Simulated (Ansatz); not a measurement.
```yaml
atoms:
  - { symbol: C, position_ang: [-0.0015, -0.0449, -0.7394] }
  - { symbol: C, position_ang: [0.0300, -0.0285, 0.7588] }
  - { symbol: C, position_ang: [-0.0154, 1.1193, -1.4307] }
  - { symbol: C, position_ang: [0.0322, -1.0835, 1.5009] }
  - { symbol: H, position_ang: [-0.0017, -0.9441, -1.2572] }
  - { symbol: H, position_ang: [-0.0422, 0.9861, 1.1942] }
  - { symbol: H, position_ang: [-0.0270, 1.0595, -2.6108] }
  - { symbol: H, position_ang: [-0.0049, 2.1502, -0.9932] }
  - { symbol: H, position_ang: [-0.0278, -1.1014, 2.5454] }
  - { symbol: H, position_ang: [0.0175, -2.0878, 0.9793] }
```

Basis set: 6-31G* (spherical functions). Left uncorrelated: 4 orbitals. Charge 0, multiplicity 1.

Computed with Ansatz (development build ahead of 0.2.0); each method stands on the lowest determinant of its kind that the runs found. Restricted open shells among the atoms or ions are ROHF, correlated in semicanonical orbitals with singles.

**Question.** Give the atomization energy at this shape (free ground-state atoms in the same class of orbitals less the molecule, no zero-point energy) of singlet C4H6 by RHF-MP2, RHF.

**Answer.**

| method | atomization energy |
| --- | --- |
| RHF-MP2 | 3900.7 kJ/mol |
| RHF | 3161.2 kJ/mol |

Caution: the shape is not the minimum.
